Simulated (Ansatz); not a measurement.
Mg(F)(iPr) (C₃H₇FMg), SMILES C[CH]([Mg][F])C.

Coordinates come from a PBE-D3(BJ)/def2-SVP optimisation. The structure was generated by enumeration; whether it is a known compound was not checked. Other conformers were not sampled.

Two levels are set side by side: PBE/def2-SVPD (Ansatz, an electronic-structure program) and CAM-B3LYP/def2-SVPD (Ansatz). Energy differences of separate SCF runs at the same geometry; the states with an electron removed or added have multiplicity 2 and 2. Differences are taken from unrounded values.

```csv
quantity,CAM-B3LYP
vertical ionisation energy (eV),8.79
vertical singlet–triplet gap (eV),3.93
```

### Question
What does PBE give, and how far is it from CAM-B3LYP? (An estimate is asked for; the answer gives what the named calculation found.)

### Answer

```json
[
 {"quantity": "vertical ionisation energy (eV)", "PBE": "8.56", "PBE minus CAM-B3LYP": "-0.23"},
 {"quantity": "vertical singlet–triplet gap (eV)", "PBE": "3.66", "PBE minus CAM-B3LYP": "-0.28"}
]
```
